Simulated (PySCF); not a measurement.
Molecule: CF3C(O)NH2, C2H2F3NO.

Atom-mapped SMILES (the numbers label the heavy atoms): `[NH2:1][C:2](=[O:3])[C:4]([F:5])([F:6])[F:7]`; H(Xn) means a hydrogen on atom n. Ha(N1) is cis to the C=O or C=S heteroatom; Hb(N1) is trans to the C=O or C=S heteroatom.

Geometry PBE0-D3(BJ)/def2-SVP throughout; GIAO in PySCF 2.14, gas phase, one conformer, non-relativistic; equivalent atoms averaged; functional PBE0.

Task: How do the absolute shieldings σ depend on the basis set? (ppm; last column core-seconds on shared hosts with different chips, so compare them loosely)

Result: 
| basis set | functions | N1 | C2 | C4 | O3 | F5/F6/F7 | Hb(N1) | Ha(N1) | core-s |
| --- | --- | --- | --- | --- | --- | --- | --- | --- | --- |
| STO-3G | 37 | 239.7 | 132.2 | 143.5 | -44.8 | 400.1 | 27.73 | 28.44 | 2.1 |
| pcSseg-0 | 67 | 156.1 | 20.2 | 55.1 | -119.4 | 273.9 | 27.44 | 28.73 | 5.3 |
| 6-31G | 67 | 168.8 | 47.9 | 79.4 | -69.1 | 276.2 | 27.22 | 28.48 | 4.1 |
| 6-31G* | 102 | 169.8 | 45.4 | 79.9 | -28.8 | 287.9 | 26.94 | 28.09 | 7.3 |
| cc-pVDZ | 108 | 172.7 | 43.5 | 79.3 | -35.4 | 287.4 | 26.01 | 27.24 | 8.3 |
| def2-SVP | 108 | 170.2 | 39.8 | 75.6 | -39.9 | 289.4 | 25.97 | 27.20 | 7.5 |
| pcSseg-1 | 129 | 153.6 | 24.3 | 64.3 | -73.8 | 268.0 | 25.56 | 26.70 | 10 |
| aug-cc-pVDZ | 179 | 170.7 | 38.2 | 78.2 | -34.5 | 276.2 | 25.53 | 26.63 | 16 |
| 6-311+G(2d,p) | 201 | 156.3 | 26.3 | 67.1 | -61.2 | 263.2 | 25.92 | 26.97 | 17 |
| def2-TZVP | 229 | 158.6 | 25.3 | 63.7 | -64.2 | 264.6 | 25.86 | 27.00 | 23 |
| cc-pVTZ | 238 | 158.6 | 27.4 | 65.2 | -61.4 | 268.7 | 25.47 | 26.70 | 25 |
| IGLO-III | 265 | 152.4 | 19.2 | 60.1 | -71.6 | 261.4 | 25.53 | 26.67 | 27 |

Task: Which nucleus moves most, in ppm?

Result: F5/F6/F7 (fluorine of a CF3 group): from 261.4 ppm with IGLO-III to 400.1 ppm with STO-3G. The smallest spread is 2.10 ppm, at Ha(N1). Proton shifts span only some 12 ppm, so a few tenths of a ppm matter as much there as several ppm in carbon.

Task: Taking the largest basis, IGLO-III (265 functions), as the yardstick, rank the others by their worst heavy-atom deviation.

Result: pcSseg-1 6.6 ppm (129 functions), def2-TZVP 7.4 ppm (229 functions), cc-pVTZ 10.3 ppm (238 functions), 6-311+G(2d,p) 10.5 ppm (201 functions), 6-31G 28.7 ppm (67 functions), def2-SVP 31.7 ppm (108 functions), cc-pVDZ 36.2 ppm (108 functions), aug-cc-pVDZ 37.1 ppm (179 functions), 6-31G* 42.8 ppm (102 functions), pcSseg-0 47.7 ppm (67 functions), STO-3G 138.8 ppm (37 functions).

A small basis that lands close on one nucleus may do so by chance; judge by the trend and by all nuclei.
